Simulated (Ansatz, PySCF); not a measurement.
This Ansatz (a quantum-chemistry and plane-wave program) input computes a BLYP/def2-TZVPD energy:

Ansatz 0.2 input:
```yaml
crystal:
  periodic: [false, false, false]
  atoms:
    - {symbol: B, position_ang: [-0.23858232, -0.00199056, -1.32852059]}
    - {symbol: H, position_ang: [-0.34039407, 1.05302637, -1.89939799]}
    - {symbol: H, position_ang: [-0.34121778, -1.05871324, -1.89608599]}
    - {symbol: C, position_ang: [0.01327516, 0.00011076, 0.07392131]}
    - {symbol: O, position_ang: [0.22435906, 0.00187189, 1.24931988]}
basis:
  gaussian:
    orbitals: def2-TZVPD
hamiltonian:
  xc: {name: BLYP}
total_charge: -1
output: {forces: true}
```

Write an input for the same energy in PySCF and say what it gives.


```python
from pyscf import gto, scf, dft

mol = gto.M(
    atom='''
    B    -0.23858232   -0.00199056   -1.32852059
    H    -0.34039407    1.05302637   -1.89939799
    H    -0.34121778   -1.05871324   -1.89608599
    C     0.01327516    0.00011076    0.07392131
    O     0.22435906    0.00187189    1.24931988
    ''',
    basis='def2-tzvpd',
    charge=-1,
    spin=0,
    verbose=4,
)

mf = dft.RKS(mol, xc='blyp').density_fit(auxbasis='def2-universal-jkfit')
mf.grids.level = 3
mf.conv_tol = 1e-9
mf.max_cycle = 100
mf.max_memory = 1500
mf.kernel()
if not mf.converged:
    mf = mf.newton()
    mf.kernel(mf.make_rdm1())
mf.analyze()
```
It gives -139.40246 Eh, and Ansatz -139.40242 Eh, a difference of 0.04 mEh, from the treatment of integrals and grids.

It need not be the lowest isomer of its formula. Whether it binds its extra electron was not tested at this geometry.
